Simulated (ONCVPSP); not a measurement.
rhenium (Re): one change to an ONCV potential, before and after

ONCVPSP 4.0.1 input, shortened (lines: element, Z, core and valence counts, functional; n l f; lmax; l rc ep ncon nbas qcut; lloc lpopt rc5 dvloc0; l nproj debl; icmod fcfact rcfact), LDA (Perdew-Zunger), scalar-relativistic:

```
  Re 75.00    9    5        3      upf
    1    0    2.00
    2    0    2.00
    2    1    6.00
    3    0    2.00
    3    1    6.00
    3    2   10.00
    4    0    2.00
    4    1    6.00
    4    2   10.00
    4    3   13.50
    5    0    2.00
    5    1    6.00
    5    2    5.50
    6    0    2.00
    3
    0    1.95    0.00    4    9    7.30
    1    2.05    0.00    4    8    7.40
    2    1.70    0.00    4    8    6.40
    3    0.65    0.00    3    8   26.50
    4    5    0.50   -1.00
    0    2    1.00
    1    1    1.50
    2    2    0.40
    3    2    2.70
    1    0.45    0.00
```

All-electron outer shells of the reference configuration (LDA (Perdew-Zunger), scalar-relativistic, ld1.x):

```csv
shell,level (eV),outermost node (bohr),outermost maximum (bohr)
4d,-260.31,0.21,0.44
5s,-87.52,0.52,0.93
5p,-48.67,0.56,1.05
4f,-47.32,–,0.41
6s,-6.22,1.23,2.51
5d,-6.08,0.61,1.39
```

Change: fully relativistic.

Cutoffs: the cutoffs (Ha) at which the residual kinetic energy of the hardest occupied pseudo-wave falls to 1 and 0.1 mHa per electron; they do not see the model core or the augmentation charge, which bear on the density cutoff. Errors are all-electron minus pseudo energies relative to the spin-unpolarised reference configuration.

Question: What does the change do?

Answer: The potential gets neither clearly harder nor softer (292 Ha and 319 Ha → 292 Ha and 319 Ha); both files keep a bound ghost (d, p, s); of the 4 tests that both files solve, the error grows in 1 and shrinks in 3 by more than 15 % and 0.3 meV (median size 47.9 → 24.2 meV).

| quantity | base | changed |
| --- | --- | --- |
| cutoff, loose | 292 Ha | 292 Ha |
| cutoff, tight | 319 Ha | 319 Ha |
| loose cutoff by channel | s 16 Ha, p 13 Ha, d 16 Ha, f 292 Ha | s 16 Ha, p 15 Ha, d 16 Ha, f 292 Ha |
| bound ghosts | s, p, d | s, p3/2, d5/2, p1/2, d3/2 |
| GHOST(+) flags under 300 eV | s at 37.7 eV | s at 37.4 eV |
| error for 4f14 5s2 5p6 5d5 6s2, meV [ΔE -19.59 → -19.47 eV] | -66 | -37 |
| error for 4f14 5s2 5p6 5d5 6s1, meV [ΔE -10.08 → -9.95 eV] | -29 | +3.6 |
| error for 4f14 5s2 5p6 5d5 6s0, meV [ΔE 6.60 → 6.73 eV] | +13 | +52 |
| error for 4f14 5s2 5p5 5d5 6s2, meV [ΔE 33.56 → 34.35 eV] | -98 | -12 |
| s: phases at 1.97 bohr within 0.05 rad from the reference energy up to (Ha; the scan ends near 5) | 1.3 | 1.3 |
| rms error of d²Exc/dni dnj with the model core, mHa | 2.07 | 2.99 |

 A true bound ghost makes a file unfit for plane-wave use even where its test errors are small: the radial tests pick states by their node count and pass the ghost by.
